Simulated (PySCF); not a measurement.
Can point charges reproduce the dipole moment of `CO[C@@H]([C@H](F)C(=O)Cl)C(F)(F)F`?

Coordinates (GFN2-xTB, Å) and charges (e) from the PBE0/pcSseg-1 density (PySCF):

```json
{"atom": "C1", "x": "-1.808", "y": "-1.175", "z": "-0.223", "Mulliken": "-0.0295", "IAO": "-0.2099", "Hirshfeld": "-0.0375", "ESP-fitted": "-0.1729"}
{"atom": "O2", "x": "-0.460", "y": "-0.781", "z": "-0.419", "Mulliken": "-0.5104", "IAO": "-0.3784", "Hirshfeld": "-0.1338", "ESP-fitted": "-0.1672"}
{"atom": "C3", "x": "-0.025", "y": "0.288", "z": "0.360", "Mulliken": "-0.0666", "IAO": "+0.0343", "Hirshfeld": "+0.0135", "ESP-fitted": "-0.2594"}
{"atom": "C4", "x": "1.517", "y": "0.315", "z": "0.292", "Mulliken": "+0.2419", "IAO": "+0.1281", "Hirshfeld": "+0.0479", "ESP-fitted": "+0.0964"}
{"atom": "F5", "x": "1.938", "y": "0.673", "z": "-0.949", "Mulliken": "-0.2904", "IAO": "-0.2917", "Hirshfeld": "-0.0927", "ESP-fitted": "-0.1895"}
{"atom": "C6", "x": "2.006", "y": "-1.079", "z": "0.685", "Mulliken": "+0.2523", "IAO": "+0.3384", "Hirshfeld": "+0.1678", "ESP-fitted": "+0.3551"}
{"atom": "O7", "x": "1.799", "y": "-1.563", "z": "1.750", "Mulliken": "-0.3034", "IAO": "-0.3580", "Hirshfeld": "-0.2009", "ESP-fitted": "-0.3495"}
{"atom": "Cl8", "x": "2.869", "y": "-1.891", "z": "-0.563", "Mulliken": "-0.0381", "IAO": "-0.0062", "Hirshfeld": "-0.0133", "ESP-fitted": "-0.0540"}
{"atom": "C9", "x": "-0.604", "y": "1.642", "z": "-0.118", "Mulliken": "+0.8592", "IAO": "+0.7902", "Hirshfeld": "+0.2536", "ESP-fitted": "+0.4647"}
{"atom": "F10", "x": "0.088", "y": "2.671", "z": "0.391", "Mulliken": "-0.2705", "IAO": "-0.2824", "Hirshfeld": "-0.0842", "ESP-fitted": "-0.1617"}
{"atom": "F11", "x": "-0.616", "y": "1.771", "z": "-1.437", "Mulliken": "-0.2441", "IAO": "-0.2583", "Hirshfeld": "-0.0805", "ESP-fitted": "-0.1104"}
{"atom": "F12", "x": "-1.870", "y": "1.800", "z": "0.305", "Mulliken": "-0.2716", "IAO": "-0.2844", "Hirshfeld": "-0.0866", "ESP-fitted": "-0.1672"}
{"atom": "H13", "x": "-1.916", "y": "-2.106", "z": "-0.774", "Mulliken": "+0.1357", "IAO": "+0.1708", "Hirshfeld": "+0.0603", "ESP-fitted": "+0.1312"}
{"atom": "H14", "x": "-2.010", "y": "-1.346", "z": "0.839", "Mulliken": "+0.1050", "IAO": "+0.1334", "Hirshfeld": "+0.0453", "ESP-fitted": "+0.1169"}
{"atom": "H15", "x": "-2.510", "y": "-0.435", "z": "-0.615", "Mulliken": "+0.1175", "IAO": "+0.1424", "Hirshfeld": "+0.0367", "ESP-fitted": "+0.1116"}
{"atom": "H16", "x": "-0.322", "y": "0.172", "z": "1.417", "Mulliken": "+0.1515", "IAO": "+0.1526", "Hirshfeld": "+0.0465", "ESP-fitted": "+0.1939"}
{"atom": "H17", "x": "1.919", "y": "1.054", "z": "1.000", "Mulliken": "+0.1613", "IAO": "+0.1790", "Hirshfeld": "+0.0580", "ESP-fitted": "+0.1621"}
```

Form Σ q r in debye for every column and set it beside the full dipole.

The full density gives (-1.53, -0.06, 1.07) D, 1.87 D in size; dipole vectors point from the negative to the positive end.

```
    scheme     μx     μy    μz  size (D)  share of the full size (%)  angle to the full dipole (°)
  Mulliken  -2.14   0.26  2.66      3.42                         183                            17
       IAO  -1.30  -1.01  2.45      2.95                         158                            32
 Hirshfeld  -0.92   0.10  0.29      0.98                          52                            19
ESP-fitted  -1.58  -0.08  1.15      1.96                         105                             1
```

Which set comes closest?

Length of the difference vector: ESP-fitted 0.10 D, Hirshfeld 0.99 D, IAO 1.69 D, Mulliken 1.73 D. Closest: ESP-fitted. The schemes that divide the density aren't constrained to reproduce the dipole.

What is left for the Hirshfeld atoms' own dipoles?

The shares of the density sum to the whole, so what Σ q r misses lies in dipoles about the nuclei. The atomic dipoles sum to (-1.53, -0.06, 1.07) − (-0.92, 0.10, 0.29) = (-0.61, -0.16, 0.78) D, 0.99 D in size.

With the origin at the mean of the coordinates, (0.000, 0.001, 0.114) Å, which are the largest single terms, by size, of the IAO dipole along the direction of the full one?

F5 +3.11, F12 -2.17, C6 -2.09, H14 +1.35, C1 -1.34 D; all 17 atoms together +2.50 D. The single terms depend on the origin, their sum doesn't.

Give the size of the full dipole in other units.

1.87 D = 0.734 au = 0.388 e·Å = 6.22 × 10⁻³⁰ C·m.

The structure is a single GFN2-xTB conformer in the gas phase; no vibrational or solvent corrections.

The run behind these numbers computed NMR shieldings as well. Cost: about 2.5 min of CPU time on one thread; the machine was shared, so the figure is rough.

Shape of the structure used: `[CH3:1][O:2][C@@H:3]([C@H:4]([F:5])[C:6](=[O:7])[Cl:8])[C:9]([F:10])([F:11])[F:12]`: C1–O2–C3–C4 165°, O2–C3–C4–F5 69°, C3–C4–C6–O7 -62°, O2–C3–C9–F10 -163°.
